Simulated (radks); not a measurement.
Question: The mean radii <r> (bohr) of the occupied orbitals of an atom or ion are listed with their occupations. All-electron calculation, scalar-relativistic Kohn-Sham, BLYP, spin-unpolarised, spherical densities, point nucleus. Program: a radial shooting solver on a logarithmic mesh with Libxc functionals.

| orbital | occ. | <r> |
|---|---|---|
| 1s | 2 | 0.01966 |
| 2s | 2 | 0.08332 |
| 2p | 6 | 0.07414 |
| 3s | 2 | 0.2167 |
| 3p | 6 | 0.2162 |
| 3d | 10 | 0.1961 |
| 4s | 2 | 0.4879 |
| 4p | 6 | 0.5183 |
| 4d | 10 | 0.5601 |
| 5s | 2 | 1.208 |
| 5p | 6 | 1.450 |
| 4f | 14 | 0.7875 |
| 6s | 1 | 3.525 |

Name the element and its charge.

Answer: Z = 70, ytterbium, charge +1: Yb+ in [Xe] 4f14 6s1. The 1s radius gives Z: for a bare nucleus <r> = (2 gamma + 1)/(2Z) with gamma = sqrt(1 - (Z/c)^2), 0.01942 bohr for Z = 70, and screening makes it slightly larger (0.01966 here). The occupations add up to 69, and the charge is Z minus that.
